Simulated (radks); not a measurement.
The numbers below are computed, except where a source is named.
Question: Ionisation of Tb, [Xe] 4f9 6s2, to Tb+, [Xe] 4f9 6s1, under several functionals. Scalar-relativistic Kohn-Sham, spin-polarised, spherical densities, point nucleus; open shells are filled with parallel spins first (spin-orbit coupling, left out, can overturn this in heavy ions); a radial shooting solver on a logarithmic mesh with Libxc functionals. The NIST Atomic Spectra Database gives 5.864 eV (measured). Rank these functionals by the error of their Delta-SCF ionisation energy: PW91; Wu-Cohen GGA; HCTH/407; SOGGA; AM05; B86b exchange with PBE correlation.

Answer: From best to worst: B86b exchange with PBE correlation 5.871 eV (+0.007); PW91 5.895 eV (+0.031); AM05 5.778 eV (-0.086); Wu-Cohen GGA 5.767 eV (-0.097); SOGGA 5.722 eV (-0.142); HCTH/407 6.271 eV (+0.408). Open shells are spherical and high-spin; term and fine-structure splittings are not resolved. Spin-orbit splitting is averaged out at the scalar-relativistic level.
